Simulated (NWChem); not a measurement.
Program: NWChem. System: C2H5Te, charge 0, spin multiplicity 2, at a geometry optimised with UPBE/def2-SVP with def2 effective core potentials on Te. The structure started from a generated list of species. Its SCF solution wasn't tested for a lower state. Level: UMP2/def2-TZVP with def2 effective core potentials on Te, 6 core orbitals frozen.

Output (cleaned and shortened):

```
             Northwest Computational Chemistry Package (NWChem) 7.3.0
             --------------------------------------------------------

                                NWChem Input Module
                                -------------------

 Scaling coordinates for geometry "geometry" by  1.889725989
 (inverse scale =  0.529177249)

                             Geometry "geometry" -> ""
                             -------------------------

 Output coordinates in angstroms (scale by  1.889725989 to convert to a.u.)

  No.       Tag          Charge          X              Y              Z
 ---- ---------------- ---------- -------------- -------------- --------------
    1 C                    6.0000     1.66655600    -0.14386700    -0.81743100
    2 Te                  52.0000    -0.01384800    -0.00934400     0.37155200
    3 C                    6.0000    -1.42640700     0.14758600    -1.27367900
    4 H                    1.0000     2.63657300    -0.28836400    -0.31944000
    5 H                    1.0000     1.63428400     0.22952100    -1.85208000
    6 H                    1.0000    -1.19347400     1.04878000    -1.86969500
    7 H                    1.0000    -1.35948700    -0.76340800    -1.89535400
    8 H                    1.0000    -2.43868200     0.23703500    -0.83749600

 Effective nuclear repulsion energy (a.u.)     232.9667479669

            Nuclear Dipole moment (a.u.)
            ----------------------------
        X                 Y               Z
 ---------------- ---------------- ----------------
     0.0000226767    -0.0000188973    -0.0000396842


 Summary of "ao basis" -> "" (spherical)
 ------------------------------------------------------------------------------
       Tag                 Description            Shells   Functions and Types
 ---------------- ------------------------------  ------  ---------------------
 *                         def2-tzvp                  on all atoms

 Summary of "ao basis" -> "ao basis" (spherical)
 ------------------------------------------------------------------------------
       Tag                 Description            Shells   Functions and Types
 ---------------- ------------------------------  ------  ---------------------
 C                         def2-tzvp                11       31   5s3p2d1f
 Te                        def2-tzvp                16       50   6s5p3d2f
 H                         def2-tzvp                 4        6   3s1p
[...]
     2   0 2 0    -32.838145    -21.556402    -18.894259      7.612516
     2   0 1 1     -0.552374      1.872877      3.113614     -5.538865
     2   0 0 2    -29.383247    -66.966438    -63.755398    101.338589

                   NWChem MP2 Semi-direct Energy/Gradient Module
                   ---------------------------------------------

  Basis functions       =    142
  Molecular orbitals    =    142
  Frozen core           =      6
  Frozen virtuals       =      0
  Active alpha occupied =     15
  Active beta occupied  =     14
  Active alpha virtual  =    121
  Active beta virtual   =    122
  Use MO symmetry       = F
  Use skeleton AO sym   = F

  AO/Fock/Back tols     =   1.0D-09  1.0D-09  1.0D-09

 GA uses MA = F    GA memory limited = T

 Available:
  local mem=  1.26D+08
 global mem=  1.44D+08
 local disk=  0.00D+00
  mp2_memr nvloc                   121
  nvloc new                   121
   1 passes of  15:        5242880                     131848                  61207650.
   1 passes of  15: M    126138092           G      144138872           F     120895212.

 Semi-direct pass number   1 of   1  for UHF alpha       at       31.3s
  vrange nnbf                  9913
  mp2_eaftype                   233  avail_ma_in_mb                  1099
 EAF : mp2_eaftype filesize         233   30603825.
  mp2_eaf for mointskh                    233
Node 0 wrote    143.9 Mb in      0.1 s     Agg I/O rate:  2250.2 Mb/s
 Done moints_semi at       42.3s
  mp2_eaftype                   233  avail_ma_in_mb                   866
 EAF : mp2_eaftype filesize         233   30603825.
  mp2_eaf for kh                   233
 Done maket at       42.9s
 Done multipass loop at       42.9s

 GA uses MA = F    GA memory limited = T

 Available:
  local mem=  1.26D+08
 global mem=  1.44D+08
 local disk=  0.00D+00
  mp2_memr nvloc                   122
  nvloc new                   122
   1 passes of  14:        5242880                     126500                  57601301.
   1 passes of  14: M    126138092           G      144138872           F     120895212.

 Semi-direct pass number   1 of   1  for UHF beta        at       43.0s
  vrange nnbf                  9913
  mp2_eaftype                   219  avail_ma_in_mb                  1099
 EAF : mp2_eaftype filesize         219   28800650.
  mp2_eaf for mointskh                    219
Node 0 wrote    135.5 Mb in      0.1 s     Agg I/O rate:  2095.8 Mb/s
 Done moints_semi at       52.9s
  mp2_eaftype                   219  avail_ma_in_mb                   880
 EAF : mp2_eaftype filesize         219   28800650.
  mp2_eaf for kh                   219
 Done maket at       53.5s
 Done multipass loop at       53.5s

          -------------------------------------------
          SCF energy                -345.617996347177
          Correlation energy          -0.780343921133
          Singlet pairs                0.000000000000
          Triplet pairs                0.000000000000
          Total MP2 energy          -346.398340268310
          -------------------------------------------

          ---------------------------------------------------
                    Spin Component Scaled (SCS) MP2
          Same spin pairs                     -0.237428153982
          Same spin scaling factor             0.333333333333
          Opposite spin pairs                 -0.542915767151
          Opposite spin scaling fact.          1.200000000000
          SCS-MP2 correlation energy          -0.730641638575
          Total SCS-MP2 energy              -346.348637985752
          ---------------------------------------------------

 -----------------------
 Performance information
 -----------------------

 Timer overhead =  1.57D-07 seconds/call

               Nr. of calls         CPU time (s)                 Wall time (s)                GFlops
             ---------------    -------------------     ------------------------------   -------------------
Name         Min   Avg   Max    Min     Avg     Max     Min     Avg     Max   Mx/calls   Min     Max     Sum
mp2: moin     2     2     2    21.     21.     21.      21.     21.     21.     10.      0.0     0.0     0.0
mp2: make     2     2     2    1.3     1.3     1.3      1.3     1.3     1.3    0.63      0.0     0.0     0.0
mp2: tota     1     1     1    22.     22.     22.      22.     22.     22.     22.      0.0     0.0     0.0

 The average no. of pstat calls per process was 5.00D+00
 with a timing overhead of 7.84D-07s

 Task  times  cpu:       53.5s     wall:       53.5s

 Total times  cpu:       53.5s     wall:       53.5s
```

Problem. Write an NWChem input that would produce this output.

Solution. Several could match; the one computed here: 
```
start mol
memory heap 200 mb stack 900 mb global 1100 mb
geometry units angstroms nocenter noautoz noautosym
  C      1.666556    -0.143867    -0.817431
  Te    -0.013848    -0.009344     0.371552
  C     -1.426407     0.147586    -1.273679
  H      2.636573    -0.288364    -0.319440
  H      1.634284     0.229521    -1.852080
  H     -1.193474     1.048780    -1.869695
  H     -1.359487    -0.763408    -1.895354
  H     -2.438682     0.237035    -0.837496
end
basis spherical
  * library def2-tzvp
end
ecp
  Te library def2-ecp
end
scf
  uhf
  nopen 1
  maxiter 100
  thresh 1e-7
  semidirect memsize 60000000 filesize 0
  # guess.movecs holds the orbitals of an unrestricted PBE0 run
  vectors input guess.movecs output mol.movecs
end
mp2
  freeze core 6
end
task mp2 energy
```
